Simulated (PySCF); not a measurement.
Level of theory: B3LYP-D3(BJ)/def2-TZVP // BP86-D3(BJ)/def2-SVP (PySCF). Isolated molecules, 0 K electronic values unless said otherwise. One relaxed conformer stands for a flexible species; it need not be the lowest. B3LYP has the VWN-RPA correlation part, as in Gaussian. 

Reference species: [W(F)5(NH2)] (neutral, multiplicity 1).

HOMO: -9.18 eV
mean distance from the central atom to its bonded neighbours: 1.891 Å
coordination number: 6

After one change: the HOMO rises by 0.78 eV; the mean distance from the central atom to its bonded neighbours rises by 0.029 Å; the coordination number stays essentially unchanged.

Question: Which change was made? The new species is one of these.
(A) [W(NH2)6]
(B) [W(F)4(NH2)2]
(C) [W(F)6]
(D) [W(F)2(NH2)4]

Answer: B, [W(F)4(NH2)2]
